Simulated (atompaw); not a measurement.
## u(r) = r·R(r): atom against pseudo-atom (Hf (Z = 72))

Columns: radius, all-electron u(r) and pseudo u(r) of the 5d shell (level -2.69 eV) of hafnium in the configuration [Kr] 4d10 4f14 5s2 5p6 5d2 6s2 6p0; PBE, scalar-relativistic, PAW (atompaw) scheme, atompaw 4.2.0.5.

```tsv
r (bohr)	all-electron	pseudo
0.102	0.1705	-0.0204
0.204	0.0401	-0.1206
0.306	-0.1918	-0.2444
0.408	-0.2707	-0.2811
0.510	-0.2095	-0.2099
0.612	-0.0791	-0.0791
0.713	0.0681	0.0681
0.815	0.2087	0.2087
0.917	0.3299	0.3299
1.019	0.4287	0.4287
1.121	0.5057	0.5057
1.223	0.5633	0.5633
1.325	0.6043	0.6043
1.427	0.6316	0.6316
1.529	0.6478	0.6478
1.631	0.6552	0.6552
1.733	0.6558	0.6558
1.835	0.6511	0.6511
1.937	0.6424	0.6424
2.038	0.6309	0.6309
2.140	0.6171	0.6171
2.242	0.6018	0.6018
2.344	0.5855	0.5855
2.446	0.5685	0.5685
2.548	0.5511	0.5511
2.650	0.5335	0.5335
```

**Question.** How many radial nodes do the two functions have?

**Answer.** The all-electron 5d function has n − l − 1 = 2; the pseudo-wave has 0, since the states of the same l below it are removed with the core.

**Question.** At about which radius was the pseudo-wave matched?

**Answer.** 0.55 bohr, where the columns begin to agree (steps of 0.10 bohr).

**Question.** Where does each function peak?

**Answer.** Outermost all-electron maximum near 1.73 bohr, pseudo maximum near 1.73 bohr (to the table’s step).

**Question.** Is the pseudo-wave norm-conserving?

**Answer.** No, it belongs to a PAW set: the norm inside the radius is not constrained, and the difference is carried by the augmentation charge.
